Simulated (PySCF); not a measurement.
Point-charge models of `C=C[C@H](F)[SiH3]` against its computed dipole.

Coordinates (PBE0-D3(BJ)/def2-SVP, Å) and charges (e) from the PBE0/pcSseg-1 density (PySCF):

```tsv
atom	x	y	z	Mulliken	IAO	Hirshfeld	ESP-fitted
C1	-1.667	0.657	0.855	-0.1582	-0.3116	-0.0943	-0.4882
C2	-0.915	-0.340	0.388	-0.2607	-0.1463	-0.0495	-0.0829
C3	0.106	-0.209	-0.688	-0.0226	-0.0822	-0.0197	+0.0459
F4	0.098	-1.337	-1.501	-0.3350	-0.3227	-0.1202	-0.2241
Si5	1.869	-0.046	0.045	+0.4910	+0.5870	+0.3043	+0.2716
H6	-2.349	0.507	1.696	+0.1314	+0.1567	+0.0519	+0.2006
H7	-1.624	1.662	0.422	+0.1198	+0.1439	+0.0480	+0.2007
H8	-0.976	-1.338	0.841	+0.1313	+0.1544	+0.0502	+0.1504
H9	-0.111	0.674	-1.318	+0.1361	+0.1457	+0.0467	+0.1260
H10	2.118	-1.200	0.957	-0.0764	-0.1059	-0.0715	-0.0595
H11	1.964	1.234	0.809	-0.0811	-0.1132	-0.0743	-0.0734
H12	2.875	-0.054	-1.058	-0.0757	-0.1057	-0.0716	-0.0671
```

Problem. What dipole does each set of charges give (1 e·Å = 4.803 D), and what does the density give?

Solution. The full density gives (-0.19, 1.37, 1.00) D, 1.71 D in size; dipole vectors point from the negative to the positive end.

```
    scheme     μx    μy    μz  size (D)  share of the full size (%)  angle to the full dipole (°)
  Mulliken   0.96  2.84  2.16      3.70                         217                            21
       IAO   0.92  2.26  2.05      3.18                         187                            24
 Hirshfeld   0.00  0.84  0.69      1.08                          64                             7
ESP-fitted  -0.19  1.39  0.99      1.72                         101                             0
```

Problem. Which set comes closest?

Solution. Length of the difference vector: ESP-fitted 0.02 D, Hirshfeld 0.64 D, IAO 1.77 D, Mulliken 2.20 D. Closest: ESP-fitted. ESP charges are fitted to the potential around the molecule, whose slowest-falling term is the dipole's. 

Problem. What is left for the Hirshfeld atoms' own dipoles?

Solution. The shares of the density sum to the whole, so what Σ q r misses lies in dipoles about the nuclei. The atomic dipoles sum to (-0.19, 1.37, 1.00) − (0.00, 0.84, 0.69) = (-0.19, 0.53, 0.31) D, 0.64 D in size.

Problem. With the origin at the mean of the coordinates, (0.116, 0.017, 0.121) Å, which are the largest single terms, by size, of the Mulliken dipole along the direction of the full one?

Solution. F4 +3.27, H6 +1.00, H7 +0.97, C1 -0.87, Si5 -0.69 D; all 12 atoms together +3.44 D. The single terms depend on the origin, their sum doesn't.

Problem. Give the size of the full dipole in other units.

Solution. 1.71 D = 0.671 au = 0.355 e·Å = 5.69 × 10⁻³⁰ C·m.

Isolated species at its PBE0-D3(BJ)/def2-SVP geometry (one conformer only).

Conformer computed: `[CH2:1]=[CH:2][C@H:3]([F:4])[SiH3:5]`: C1–C2–C3–F4 -142°.
